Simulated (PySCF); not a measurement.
## Electric field gradients and quadrupole coupling constants

C₅H₇F₃P₂S.
Structure used (GFN2-xTB), in Å, numbered top down from 1:
```
atom  x, y, z in Å
C1     2.696    1.523   -1.113
C2     2.448    0.426   -0.702
C3     2.106   -0.880   -0.186
P4     0.879   -0.687    1.207
P5    -0.888   -0.460   -0.102
C6    -2.315   -0.797    1.006
S7    -0.945   -1.247   -1.874
C8    -1.048    1.436   -0.143
F9    -0.632    1.983    1.008
F10   -2.328    1.796   -0.304
F11   -0.351    1.993   -1.127
H12    2.920    2.473   -1.494
H13    2.997   -1.375    0.214
H14    1.664   -1.494   -0.982
H15    0.573   -2.056    1.298
H16   -2.194   -0.273    1.954
H17   -3.233   -0.481    0.510
H18   -2.359   -1.873    1.178
```

Field gradients from the PBE0/pcSseg-1 density (PySCF, non-relativistic), principal values in atomic units, ordered |Vxx| ≤ |Vyy| ≤ |Vzz|:

```json
{"atom": "S7", "Vxx": "-1.0198", "Vyy": "-1.3139", "Vzz": "2.3337"}
```

Problem. Find the asymmetry η = (Vxx − Vyy)/Vzz and the couplings χ = eQV/h (234.96 MHz × Q in barn × V in au), with Q(33S) = −0.0678 b.

Solution. 
| atom | environment | nucleus | η | χzz (MHz) | χxx (MHz) | χyy (MHz) |
| --- | --- | --- | --- | --- | --- | --- |
| S7 | sulfur bonded to P | 33S | 0.13 | -37.18 | 16.25 | 20.93 |

The tensor is traceless: Vxx + Vyy + Vzz = 0.

Problem. What is Vzz at S7 in SI units (1 au = 9.71736 × 10²¹ V/m²)?

Solution. 2.3337 au = 22.677 × 10²¹ V/m².

Were the hydrogens deuterons (Q(2H) = 0.00286 b), χzz would run from 125 kHz (H15) to 267 kHz (H12).

Geometry: GFN2-xTB, one conformer, isolated molecule. GFN2-xTB bond lengths can be off by several hundredths of an ångström, more for odd bonds, and the gradients follow them. With a basis this small, the couplings can be 20 % off.
